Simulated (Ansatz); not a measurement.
Reaction (formal exchange of groups at the Al–O bond): `C[O][Al]1[CH2][O]1` + `O=C[TeH]` → `[TeH][Al]1[CH2][O]1` + `COC=O`

Computed with Ansatz on PBE0-D4/def2-TZVP structures; ΔE is electronic, products minus reactants. CBS: MP2 limit from def2 TZ/QZ plus the TZ coupled-cluster correction, frozen cores. DFT in def2-TZVPP. Elements past krypton have def2 core potentials. For Te outer-core shells are correlated without core-valence functions, which leaves a few kJ/mol of doubt a bond. One conformer a species, not always the lowest.

| level | ΔE (kJ/mol) |
| --- | --- |
| ωB97X-V | -58.6 |
| ωB97M-V | -55.4 |
| SCS-MP2/def2-TZVPP | -48.9 |
| CCSD(T)/def2-TZVPP | -54.4 |

Q: What does CCSD(T)/CBS give? (Best estimate.)

A: The calculation gave: -51.5 kJ/mol. The listed levels differ from it by -7.1, -3.9, 2.6, -2.9 kJ/mol.

Largest T1 diagnostic among the species: 0.016.

In def2-TZVPP, CCSD(T) changes the Hartree–Fock value by +8.2 kJ/mol (the triples alone add −0.5 kJ/mol) and MP2 by +8.7 kJ/mol. From PBE to PBE0 (25 % exact exchange), in def2-TZVPP and without D4, ΔE moves by −9.0 kJ/mol.
